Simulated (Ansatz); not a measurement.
`[SiH3]CB[AsH2]` + `[AlH3]` → `[AlH2][CH2][SiH3]` + `B[AsH2]`  (formal exchange of groups at a C–B bond)

Calculated with Ansatz (gas phase, PBE0-D4/def2-TZVP geometries, no zero-point term in ΔE). CCSD(T)/CBS is the MP2 limit (def2-TZVPP, def2-QZVPP) plus CCSD(T) − MP2 in def2-TZVPP, frozen cores. This one scheme is used for every species. DFT in def2-TZVPP. For As outer-core shells are correlated without core-valence functions, which leaves a few kJ/mol of doubt a bond. Scalar relativity is left out up to krypton. One conformer a species, not always the lowest.

```tsv
level	ΔE (kJ/mol)
B2PLYP	5.7
MP2/def2-TZVPP	9.5
CCSD(T)/def2-TZVPP	8.4
MP2/CBS(def2)	8.5
```

Task: What does CCSD(T)/CBS give? (Best estimate.)

Result: Ansatz gave: +7.4 kJ/mol. The listed levels differ from it by -1.7, 2.1, 1.0, 1.1 kJ/mol.

Largest T1 diagnostic among the species: 0.014.

The D4 term adds +6.3 kJ/mol with B3LYP and +3.6 kJ/mol with PBE0; it sums over pairs of atoms, weighted by their polarisabilities, and B3LYP, whose exchange is more repulsive, gets the larger term. In def2-TZVPP, CCSD(T) changes the Hartree–Fock value by +5.4 kJ/mol (the triples alone add +0.9 kJ/mol) and MP2 by +6.5 kJ/mol. Leaving LDA and LC-ωPBE aside and taking each functional with its dispersion term where it has one, the values, not all of them listed here, spread over 11.2 kJ/mol, from B2PLYP to B97M-V. LDA lies +7.3 kJ/mol from PBE without D4.

B3LYP here is the variant with VWN-RPA as its local correlation; programs differ in this.
